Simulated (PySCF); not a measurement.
dichloro(silyl)silane (Cl₂H₄Si₂), SMILES [SiH3][SiH](Cl)Cl. Atoms are numbered in the order given.

```xyz
8

Si    -2.1152    -0.1433     0.0000
Si     0.1206     0.5629     0.0000
Cl     1.0393    -0.2064    -1.7044
Cl     1.0393    -0.2064     1.7044
H     -2.1223    -1.6457     0.0000
H     -2.8126     0.3704    -1.2295
H     -2.8126     0.3704     1.2295
H      0.3364     2.0470     0.0000
```

Geometry optimised at PBE-D3(BJ)/def2-SVP.

These are PBE-D3(BJ)/def2-SVP in PySCF values and carry that method's errors.

Frequencies are harmonic and unscaled.

Computed normal modes with their intensities:
| mode | ν (cm⁻¹) | IR (km/mol) | moving atoms (share of kinetic energy) |
|---|---|---|---|
| 1 | 94 | 0.7 | Cl 46 %, Si 36 %, H 18 % |
| 2 | 117 | 0.1 | H 94 % |
| 3 | 136 | 5.0 | Si 45 %, Cl 43 %, H 12 % |
| 4 | 182 | 4.3 | Cl 63 %, Si 30 % |
| 5 | 386 | 13.5 | Si 58 %, H 23 %, Cl 19 % |
| 6 | 487 | 32.9 | H 78 %, Si 13 %, Cl 9 % |
| 7 | 499 | 10.3 | H 67 %, Si 31 % |
| 8 | 525 | 55.7 | Si 57 %, Cl 36 % |
| 9 | 570 | 68.8 | Si 55 %, Cl 32 %, H 12 % |
| 10 | 733 | 219.1 | H 90 %, Si 10 % |
| 11 | 769 | 77.4 | H 92 % |
| 12 | 833 | 91.7 | H 88 %, Si 12 % |
| 13 | 895 | 42.0 | H 97 % |
| 14 | 897 | 34.0 | H 98 % |
| 15 | 2159 | 49.0 | H 99 % |
| 16 | 2175 | 42.0 | H 97 % |
| 17 | 2177 | 68.0 | H 96 % |
| 18 | 2185 | 96.4 | H 96 % |
